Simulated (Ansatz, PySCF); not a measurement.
This PySCF input computes a BLYP/def2-TZVPD energy:

```python
from pyscf import gto, scf, dft

mol = gto.M(
    atom='''
    O     0.04602570    1.31640462   -1.21243717
    Ge    0.00495988   -0.13469990    0.12207591
    O    -1.16732589    0.47884388    1.23014526
    O    -0.48547203   -1.30142640   -1.05821240
    O     1.61787380   -0.13173155    0.72932122
    H     0.01043554    2.25435357   -0.96316960
    H    -0.87627695    0.57034821    2.14909925
    H    -1.22920897   -1.87483988   -0.82554486
    H     2.25901220   -0.70014916    0.27912709
    H    -0.41149046    1.16395994   -2.05647630
    ''',
    basis='def2-tzvpd',
    charge=1,
    spin=0,
    verbose=4,
)

mf = dft.RKS(mol, xc='blyp').density_fit(auxbasis='def2-universal-jkfit')
mf.grids.level = 3
mf.conv_tol = 1e-9
mf.max_cycle = 100
mf.max_memory = 1500
mf.kernel()
if not mf.converged:
    mf = mf.newton()
    mf.kernel(mf.make_rdm1())
mf.analyze()
```

Task: Write an input for the same energy in Ansatz (a quantum-chemistry and plane-wave program) and say what it gives.

Result: 
Ansatz 0.2 input:
```yaml
crystal:
  periodic: [false, false, false]
  atoms:
    - {symbol: O, position_ang: [0.04602570, 1.31640462, -1.21243717]}
    - {symbol: Ge, position_ang: [0.00495988, -0.13469990, 0.12207591]}
    - {symbol: O, position_ang: [-1.16732589, 0.47884388, 1.23014526]}
    - {symbol: O, position_ang: [-0.48547203, -1.30142640, -1.05821240]}
    - {symbol: O, position_ang: [1.61787380, -0.13173155, 0.72932122]}
    - {symbol: H, position_ang: [0.01043554, 2.25435357, -0.96316960]}
    - {symbol: H, position_ang: [-0.87627695, 0.57034821, 2.14909925]}
    - {symbol: H, position_ang: [-1.22920897, -1.87483988, -0.82554486]}
    - {symbol: H, position_ang: [2.25901220, -0.70014916, 0.27912709]}
    - {symbol: H, position_ang: [-0.41149046, 1.16395994, -2.05647630]}
basis:
  gaussian:
    orbitals: def2-TZVPD
hamiltonian:
  xc: {name: BLYP}
total_charge: 1
output: {forces: true}
```
It gives -2380.88545 Eh, and PySCF -2380.88559 Eh, a difference of 0.14 mEh, from the treatment of integrals and grids.

It need not be the lowest isomer of its formula.
